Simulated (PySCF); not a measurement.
In (indium, neutral) across methods

[Kr] 4d10 5s2 5p1, 2P determinant. Computed with PySCF 2.14 in aug-cc-pVQZ-PP with one added diffuse shell each of s, p, d, f, g type with ECP28MDF (8s8p6d4f3g, 117 functions), with scalar relativity through the core potential.

```
 method  E (hartree)  mean ε 5s α (eV)  mean ε 5s β (eV)  mean ε 5p α (eV)  Σ⟨r²⟩ (bohr²)   ⟨S²⟩
    LDA    -189.7971            -8.716            -8.285            -2.855          55.95  0.751
 r2SCAN    -190.1831            -8.675            -8.100            -3.054          55.52  0.756
r2SCANh    -190.1697            -9.050            -8.401            -3.336          55.51  0.756
    PBE    -190.1183            -8.431            -7.943            -2.824          56.37  0.752
r2SCAN0    -190.1499            -9.612            -8.851            -3.761          55.50  0.756
   MN15    -189.7076           -10.260            -9.718            -3.958          56.62  0.753
    UHF   -189.21064           -11.550           -10.038            -5.485          57.20  0.763
```

Task: Estimate the same row for PBE0.

Result: E (hartree) = -190.1148; mean ε 5s α (eV) = -9.399; mean ε 5s β (eV) = -8.683; mean ε 5p α (eV) = -3.593; Σ⟨r²⟩ (bohr²) = 56.00; ⟨S²⟩ = 0.753.

Energies and moments cover only the electrons outside the core potential.
